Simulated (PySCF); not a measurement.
chromium atom (Cr), septet. Base run: PySCF with TPSS/def2-TZVP.

Input for PySCF:
```python
from pyscf import gto, scf, dft

mol = gto.M(
    atom='''
Cr    0.00000000    0.00000000    0.00000000
''',
    basis='def2-tzvp',
    spin=6,
    verbose=4,
)

mf = dft.UKS(mol)
mf.xc = 'tpss'
mf.kernel()
mf.analyze()
```

Each row names what was changed in the base input (with any setting that the change needs).

| change | ΔE vs base (mEh) | fitting functions | outcome |
|---|---|---|---|
| base | 0.000 | - | converged |
| auxbasis = even-tempered beta=1.6 | 0.000 | 595 | converged |
| auxbasis = def2-universal-jkfit | -0.017 | 264 | converged |
| auxbasis = even-tempered beta=3.0 | -10.130 | 272 | converged |
| auxbasis = def2-universal-jfit | -0.020 | 89 | converged |
| auxbasis = def2-svp-ri | -10386.6 | 143 | converged |
| auxbasis = def2-tzvp-ri | -12036.3 | 182 | converged |
| auxbasis = default (with mf = mf.density_fit()) | -0.020 | 89 | converged |
| auxbasis = cc-pvqz-jkfit | - | - | input refused |
| auxbasis = cc-pvtz-ri | - | - | input refused |

A fitting set is made for a task (jfit for Coulomb, jkfit for Coulomb and exchange, ri for correlation) and for a family of orbital bases.

Open shells are given as the SCF converged; they aren't shown to be the lowest states, and a large step between rows can be another state.

- auxbasis = cc-pvqz-jkfit: ended with `pyscf.lib.exceptions.BasisNotFoundError: Basis set not found for Cr in cc-pvqz-jkfit`
- auxbasis = cc-pvtz-ri: ended with `pyscf.lib.exceptions.BasisNotFoundError: Basis set not found for Cr in cc-pvtz-ri`
